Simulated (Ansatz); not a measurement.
Geometry optimisation, RKS PBE-D4/STO-3G in Ansatz.

input.yaml

```yaml
crystal:
  periodic: [false, false, false]
  atoms:
    - { symbol: Si, position_ang: [0.0, 0.0, 0.0] }
    - { symbol: O, position_ang: [0.0, 0.0, 1.68] }
    - { symbol: H, position_ang: [-0.9095, -0.2814, 2.0171] }
    - { symbol: "N", position_ang: [1.7163, 0.0, -0.6061] }
    - { symbol: H, position_ang: [2.2145, -0.918, -0.7868] }
    - { symbol: H, position_ang: [2.2175, 0.918, -0.7783] }
    - { symbol: Si, position_ang: [-1.0456, 1.8115, -0.7393] }
    - { symbol: H, position_ang: [-2.4302, 1.478, -1.0607] }
    - { symbol: H, position_ang: [-1.0215, 2.8436, 0.2931] }
    - { symbol: H, position_ang: [-0.3743, 2.3069, -1.9374] }
    - { symbol: O, position_ang: [-0.7913, -1.3709, -0.5594] }
    - { symbol: H, position_ang: [-1.2459, -1.8365, 0.2129] }
basis:
  gaussian: { orbitals: STO-3G }
hamiltonian:
  xc: pbe
  dispersion: d4
relax:
  f_tol: 0.02
  max_steps: 40
```

Launched with:

```bash
$ ansatz run input.yaml --threads 1 --pin off --max-ram 2048MiB --backend cpu --events-out ev --progress --plain --runs-dir out
```

Question: Where does it end, and by what steps?

Answer: The forces met the threshold. The force dipped under the threshold on the way, but the program's further checks kept it going. Limits of this set-up: minimal basis. After 31 steps the energy has fallen by 0.739 eV; H5 moved furthest, 1.27 Å.

```
step  energy less start (eV)  largest force component (eV/Å)  accepted
   0                  0.0000                           2.424       yes
   2                 -0.5104                           0.834       yes
   4                 -0.5894                           0.660       yes
   6                 -0.6373                           0.631       yes
   8                 -0.6208                           1.682        no
  10                 -0.6945                           0.536       yes
  12                 -0.7172                           0.210       yes
  14                 -0.7203                           0.151       yes
  16                 -0.7297                           0.092       yes
  18                 -0.7325                           0.162       yes
  20                 -0.7368                           0.108       yes
  22                 -0.7377                           0.017       yes
  24                 -0.7381                           0.051       yes
  26                 -0.7386                           0.018       yes
  28                 -0.7387                           0.037       yes
  30                 -0.7389                           0.026       yes
  31                 -0.7390                           0.012       yes
```

```xyz
12
Properties=species:S:1:pos:R:3
Si -0.094 -0.038 0.002
O 0.138 -0.192 1.715
H -0.817 -0.089 2.099
N 1.578 -0.404 -0.552
H 2.231 -0.190 0.258
H 1.878 0.301 -1.286
Si -1.068 1.899 -0.718
H -2.502 1.751 -0.921
H -0.869 2.978 0.241
H -0.482 2.333 -1.979
O -1.128 -1.278 -0.610
H -0.535 -2.120 -0.515
```

Whether the end is a true minimum wasn't checked by a vibrational analysis.

Time of the run: 90 s on 1 thread of Arm Neoverse V1, with other jobs on the host, peak memory 0.14 GiB.
